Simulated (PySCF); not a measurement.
ClHOSn, SMILES [OH][Sn][Cl] (connectivity only; charge and spin as stated), neutral, multiplicity 1. Geometry: PBE-D3(BJ)/def2-TZVP. The def2 effective core potentials stand for the cores of Sn; spin–orbit coupling is left out. The values are those of a single conformer.

Level of theory: PySCF with PBE-D3(BJ)/def2-TZVP.

Harmonic wavenumbers (cm⁻¹): 146, 321, 446, 572, 736, 3687. Rotational constants (GHz): 8.752, 2.936, 2.199; symmetry number 1.

**Question.** Work out the zero-point energy and the ideal-gas rigid-rotor harmonic-oscillator thermochemistry at 298.15 K and 1 atm.

**Answer.** ZPE = ½ Σ hcν = ½ × 5908 cm⁻¹ = 8.45 kcal/mol. H − E(el) = 11.81 kcal/mol. Entropy in cal/(mol K): translation 41.32, rotation 26.15, vibration 5.61, total 73.07. G − E(el) = -9.97 kcal/mol. Cp = 14.71 cal/(mol K). Modes under 150 cm⁻¹ make the vibrational entropy uncertain.
